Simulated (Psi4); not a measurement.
Cl$_{4}$Zr, charge -1, doublet, at a GFN2-xTB geometry (such geometries of metal compounds can be far from the true shape) (the multiplicity is a formal guess) (core potentials on Zr) (a gas-phase anion, which may not be bound at this level), with bond 5-1 at 1.6 times its length. Base run: CAM-B3LYP/def2-SVP (Psi4).

The Psi4 input:
```
memory 2 GB

molecule {
-1 2
Zr    0.00000000    0.00000000    0.00000000
Cl    1.86352882   -0.58540177   -1.27374508
Cl    0.66962024    0.48253642    2.18096969
Cl   -1.02067932    1.87758363   -0.93314247
Cl   -2.41995158   -2.83954926    0.04146858
}

set {
  basis def2-svp
  reference uks
}

energy('cam-b3lyp')
print_variables()
```

Variants of this job, named by their change:

```tsv
change	ΔE vs base (µEh)	SCF cycles	grid points	basis functions	outcome
base	0.0	20	109166	103	converged
dft_radial_points = 99	3.7	20	144084	103	converged
dft_basis_tolerance = 1e-8	0.0	20	107499	103	converged
damping_percentage = 50	-	-	-	103	not converged
guess = sadno	-0.1	21	109166	103	converged
guess = huckel	-0.1	21	109166	103	converged
guess = core	-0.1	16	109166	103	converged
cholesky_tolerance = 1e-3 (with scf_type cd)	-	-	-	-	input refused
scf_type = disk_df	0.0	20	109166	103	converged
level_shift = 1.0	0.0	20	109166	103	converged
dft_spherical_points = 110	-211	20	40208	103	converged
puream = true	0.0	20	109166	103	converged
dft_radial_points = 50	230	20	73997	103	converged
```

Open shells are given as the SCF converged; they aren't shown to be the lowest states, and a large step between rows can be another state.

A gas-phase anion may not be bound at this level; its values then depend on the basis.

- cholesky_tolerance = 1e-3 (with scf_type cd): ended with `psi4.driver.p4util.exceptions.ValidationError: SCF: SCF_TYPE (CD) not supported for range-separated functionals, plese use SCF_TYPE = 'DF' to automatically select the correct JK build.`
